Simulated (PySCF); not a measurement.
A PySCF script (with the pyscf-properties extension) for the NMR shieldings of `CO[Si-2](OC)(OC)(OC)(OC)OC`, [C$_{6}$H$_{18}$O$_{6}$Si]2-, on a PBE0-D3(BJ)/def2-SVP geometry:

```python
import basis_set_exchange as bse
import numpy as np
from pyscf import gto, dft
from pyscf.prop import nmr

atoms = """
Si   -0.003641   -0.005162   -0.001812
O     0.213866    0.152623    1.782508
C     0.974434    1.122122    2.351392
H     2.041661    1.094196    2.026909
H     0.977237    1.021102    3.469338
H     0.623080    2.156823    2.125132
O    -0.220350   -0.165355   -1.786544
C    -0.995862   -1.123575   -2.354575
H    -0.694947   -2.160958   -2.076734
H    -0.947358   -1.062843   -3.474434
H    -2.074929   -1.044018   -2.079042
O     1.787368    0.099922   -0.201744
C     2.378218    0.808259   -1.197643
H     2.024744    0.520131   -2.214866
H     3.490519    0.657432   -1.187594
H     2.207920    1.909879   -1.124272
O    -1.793564   -0.112600    0.195291
C    -2.386773   -0.796212    1.206736
H    -2.146871   -1.886487    1.204951
H    -3.504225   -0.714699    1.140272
H    -2.098681   -0.431388    2.220700
O    -0.098822    1.788025   -0.179262
C    -1.081463    2.411109   -0.877709
H    -1.104543    2.130276   -1.958055
H    -0.951253    3.525362   -0.840197
H    -2.106768    2.196077   -0.494252
O     0.093242   -1.798952    0.176650
C     1.078815   -2.420997    0.871627
H     2.102931   -2.195270    0.491382
H     0.956355   -3.535959    0.824647
H     1.098239   -2.149563    1.954680
"""
names = dict.fromkeys(["Si", "O", "C", "H"], "pcSseg-1")
basis = {el: gto.basis.parse(bse.get_basis(n, elements=[el], fmt="nwchem")) for el, n in names.items()}
mol = gto.M(atom=atoms, basis=basis, charge=-2, verbose=0)
mf = dft.RKS(mol, xc="PBE0")
mf.grids.level = 2
mf.grids.alignment = dft.numint.BLKSIZE   # the property module wants whole blocks of grid points
mf.conv_tol = 1e-9
mf.kernel()

calc = nmr.RKS(mf)   # GIAO
C = mf.mo_coeff
Co = C[:, mf.mo_occ > 0]
resp = mf.gen_response(singlet=True, hermi=2)
def vind(x):   # induced exchange potential for any number of trial vectors
    d = np.einsum("pi,xij,qj->xpq", C, 2 * x.reshape(-1, C.shape[1], Co.shape[1]), Co, optimize=True)
    return np.einsum("xpq,pi,qj->xij", resp(d - d.transpose(0, 2, 1)), C, Co, optimize=True).ravel()
mo1, _ = nmr.rhf.solve_mo1(calc, with_cphf=vind)
sigma = calc.kernel(mo1)
for i, s in enumerate(sigma):   # ppm
    w = np.linalg.eigvalsh((s + s.T) / 2)
    print("%2d %-2s iso %8.1f  s11 %8.1f  s22 %8.1f  s33 %8.1f" % (i, mol.atom_pure_symbol(i), w.mean(), *w))
```

**Question.** What are the results?

**Answer.** 
```
 0 Si iso    536.5  s11    531.2  s22    531.7  s33    546.5
 1 O  iso    306.0  s11    238.9  s22    310.1  s33    368.9
 2 C  iso    128.7  s11    100.1  s22    104.7  s33    181.4
 3 H  iso     27.3  s11     22.8  s22     26.1  s33     33.1
 4 H  iso     28.5  s11     23.8  s22     25.7  s33     35.9
 5 H  iso     27.4  s11     22.4  s22     26.2  s33     33.6
 6 O  iso    307.2  s11    239.2  s22    313.2  s33    369.3
 7 C  iso    128.7  s11    100.4  s22    104.3  s33    181.5
 8 H  iso     27.3  s11     22.3  s22     26.3  s33     33.4
 9 H  iso     28.5  s11     23.8  s22     25.7  s33     36.0
10 H  iso     27.4  s11     22.9  s22     26.0  s33     33.3
11 O  iso    306.7  s11    239.1  s22    310.9  s33    370.2
12 C  iso    128.7  s11    100.5  s22    104.0  s33    181.5
13 H  iso     27.2  s11     22.2  s22     26.3  s33     33.1
14 H  iso     28.5  s11     23.8  s22     25.7  s33     36.0
15 H  iso     27.4  s11     22.9  s22     26.0  s33     33.5
16 O  iso    306.1  s11    239.0  s22    310.7  s33    368.5
17 C  iso    128.7  s11    100.3  s22    104.6  s33    181.4
18 H  iso     27.4  s11     22.8  s22     26.1  s33     33.2
19 H  iso     28.5  s11     23.8  s22     25.7  s33     35.9
20 H  iso     27.4  s11     22.4  s22     26.2  s33     33.5
21 O  iso    305.0  s11    237.1  s22    309.9  s33    367.9
22 C  iso    128.8  s11    100.4  s22    104.5  s33    181.5
23 H  iso     27.4  s11     22.8  s22     26.1  s33     33.2
24 H  iso     28.5  s11     23.8  s22     25.7  s33     35.9
25 H  iso     27.4  s11     22.4  s22     26.2  s33     33.5
26 O  iso    306.8  s11    239.0  s22    311.8  s33    369.6
27 C  iso    128.7  s11    100.3  s22    104.3  s33    181.4
28 H  iso     27.3  s11     22.3  s22     26.3  s33     33.4
29 H  iso     28.5  s11     23.8  s22     25.7  s33     35.9
30 H  iso     27.4  s11     22.9  s22     26.0  s33     33.3
```

These numbers come from an equivalent density-fitted implementation of the same equations, which agrees with the script to about 0.01 ppm for H and up to a few tenths of a ppm for heavy atoms, so last digits may differ.

**Question.** Turn these shieldings into chemical shifts. Referencing at the same level of theory: ²⁹Si (σ = 351.99 ppm), ¹³C (σ = 184.41 ppm), ¹H (σ = 31.27 ppm) against TMS; H2O for ¹⁷O (σ = 334.56 ppm).

**Answer.** Averaging equivalent atoms: Si 0: -184.5; O 1/6/11/16/21/26: 28.3; C 2/7/12/17/22/27: 55.7; H 3/4/5/8/9/10/13/14/15/18/19/20/23/24/25/28/29/30: 3.53 ppm. Experimental scales use liquid or dissolved standards, which lie at an offset from isolated H2O (liquid H2O: subtract about 36 ppm).

Size and cost of the density-fitted run: 318 basis functions, 2.2 min wall time on 1 thread of an Arm Neoverse V2, shared host; peak memory 1.8 GiB.
